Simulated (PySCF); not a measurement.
# Excitation energy of Fe²⁺ by level of theory

Fe²⁺ [Ar] 3d6 (5D) → Fe²⁺ [Ar] 3d5 4s1 (7S), as a difference of total energies. Calculation: PySCF 2.14, in aug-cc-pVDZ; the non-relativistic Hamiltonian (point nucleus). Correlated levels: valence: [Ar] frozen. The calculations carry no spin-orbit coupling.

| method | excitation energy (cm⁻¹) |
| --- | --- |
| UHF | 23006 |
| MP2 (valence) | 31025 |
| SCS-MP2 (valence) | 33441 |
| CCSD (valence) | 30690 |
| CCSD(T) (valence) | 30836 |
